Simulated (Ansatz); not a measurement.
Ansatz (a program for electronic structure) input (PBE/def2-TZVP):

Ansatz 0.2 input:
```yaml
crystal:
  periodic: [false, false, false]
  atoms:
    - {symbol: Cr, position_ang: [-0.00000000, -0.00000000, -0.91763345]}
    - {symbol: Cl, position_ang: [0.00000000, 0.00000000, 1.29548252]}
basis:
  gaussian:
    orbitals: def2-TZVP
hamiltonian:
  xc: {name: PBE}
magnetization: {spin_polarized: true, initial_magnetization: 5}
relax: {f_tol: 0.003, max_steps: 100}
```

End of the output:

```
relax step   2: F+E_penalty+E_count = -40934.05059231 eV  Δ(F+E_penalty+E_count) = -4.234e-3 eV  max|allowed force component| = 1.111e-1 eV/Å  Δτ_max = 0.0096 Å  (31 SCF iters, accepted)
these checks for a lower state are left out or cut short: starts, cluster_reference, orbital_swaps, neighbouring_geometries, increment
integrals: 0.02 GiB planned
685 factors; their error is unknown
mean field: 0.22 GiB planned
mean field evaluation 96: about -40934.0610 eV, gradient 2.2e-1 eV
mean field -40934.05110804 eV, -1504.2986321239 hartree, gradient 1.0e-5 eV, S^2 8.770236; 0 other end points of the search recorded, 0 dependent functions left out
the calculation of the forces begins
reference -40934.05115105 eV, -1504.2986337048 hartree; 23, 18 occupied and 59, 64 virtual orbitals, 685 factors
relax step   3: F+E_penalty+E_count = -40934.05110804 eV  Δ(F+E_penalty+E_count) = -5.157e-4 eV  max|allowed force component| = 5.013e-3 eV/Å  Δτ_max = 0.0048 Å  (31 SCF iters, accepted)
these checks for a lower state are left out or cut short: starts, cluster_reference, orbital_swaps, neighbouring_geometries, increment
integrals: 0.02 GiB planned
685 factors; their error is unknown
mean field: 0.22 GiB planned
mean field -40934.05110902 eV, -1504.2986321600 hartree, gradient 1.9e-5 eV, S^2 8.770250; 0 other end points of the search recorded, 0 dependent functions left out
the calculation of the forces begins
reference -40934.05115203 eV, -1504.2986337408 hartree; 23, 18 occupied and 59, 64 virtual orbitals, 685 factors
relax step   4: F+E_penalty+E_count = -40934.05110902 eV  Δ(F+E_penalty+E_count) = -9.803e-7 eV  max|allowed force component| = 1.006e-3 eV/Å  Δτ_max = 0.0002 Å  (21 SCF iters, accepted)
integrals: 0.02 GiB planned
685 factors; their error is unknown
mean field: 0.22 GiB planned
mean field evaluation 128: about -40930.5879 eV, gradient 1.9e1 eV
mean field evaluation 160: about -40934.0181 eV, gradient 3.1e0 eV
mean field -40934.05110902 eV, -1504.2986321600 hartree, gradient 1.9e-5 eV, S^2 8.770250; 7 other end points of the search recorded, 0 dependent functions left out
the calculation of the forces begins
reference -40934.05115203 eV, -1504.2986337408 hartree; 23, 18 occupied and 59, 64 virtual orbitals, 685 factors
Total energy: -40934.05115203 eV, -1504.2986337408 hartree
Atom 0 at     0.000000     0.000000    -0.903471 Å, force    -0.000000    -0.000000     0.001006 eV/Å
Atom 1 at    -0.000000    -0.000000     1.281320 Å, force     0.000000     0.000000    -0.001006 eV/Å
Dipole moment:    -0.000000     0.000000    -0.977541 e Å
```

The spin state was set by rule; other spins were not relaxed.
